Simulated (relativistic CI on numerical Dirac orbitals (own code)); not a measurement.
**What each ingredient does to the levels of Tm33+**

Base calculation: Dirac-Coulomb-Breit CI, orbitals from a KLI potential per configuration, model QED (radiative potential, 1s self-energy scaled to tabulated hydrogen-like ionisation energies), unscaled Slater integrals.

Configuration list (outside the closed core [Ar] 3d10): 4s²4p⁶, 4s²4p⁵4d, 4s4p⁶4d, 4s²4p⁵4f, 4s4p⁶4f, 4s²4p⁵5s, 4p⁶4d4f, 4s²4p⁵5p, 4s4p⁶5s, 4s²4p⁵5d, 4s4p⁶5p, 4s²4p⁵5f, 4s²4p⁵5g, 4s4p⁶5d, 4p⁶4f5s, 4s²4p⁵6s, 4s4p⁶5f, 4s²4p⁵6p, 4s4p⁶5g, 4s²4p⁵6d, 4s²4p⁵6f, 4p⁶4d², 4p⁵4d³, 4p⁵4d²4f, 4p⁵4d²5s, 4p⁵4d²5p, 4p⁶4f², 4p⁵4d4f², 4p⁵4f³, 4p⁵4f²5s, 4p⁵4f²5p, 4p⁶4d5s, 4p⁵4d4f5s, 4p⁵4d5s², 4p⁵4d5s5p. Double excitations out of closed p, d and f shells are left out; levels of such configurations are missing from the list, as are those of other unlisted configurations, and high levels can miss mixing partners. These lack a partner that the ground configuration has and come out too high: 4s²4p⁵5d, 4s²4p⁵5f, 4s²4p⁵5g, 4s²4p⁵6s, 4s²4p⁵6p.

The lowest level and the first level of each name with at least 55 % of one term (blank where a level has no safe partner in the second run):

```
        Level  Base (cm⁻¹)  Shift (cm⁻¹)
   4s²4p⁶ ¹S0            0             0
4s²4p⁵4d ³P°0      1057158          -626
4s²4p⁵4d ³P°1      1087661          -604
4s²4p⁵4d ³F°3      1112127         +1690
4s²4p⁵4d ³F°4      1190207         +2878
4s²4p⁵4d ³D°3      1250646          -346
4s²4p⁵4d ³F°2      1603151         +2415
4s²4p⁵4d ¹P°1      1783364           -64
  4s4p⁶4d ³D1      2342702        +63515
  4s4p⁶4d ³D2      2376522        +50906
  4s4p⁶4d ³D3      2458018        +54384
  4s4p⁶4d ¹D2      2552576        +24383
 4s²4p⁵4f ³G4      2572579              
 4s²4p⁵4f ³G5      2578784
```

At this charge energies of transitions that change n are usually good to better than 1 %, and those within a shell (Δn = 0) to a few per cent.

Question: One thing was changed in a second run, which moved the levels as shown. Which?
A. only the first 3 configurations
B. Breit term removed
C. QED terms removed
D. non-relativistic limit

Answer: A. Only the first 3 configurations. With fewer configurations the levels that remain lose their mixing partners.

LS names give the leading component of a level, which can be under half, so a name can repeat, a term be missing and a line seem to break the LS rules.
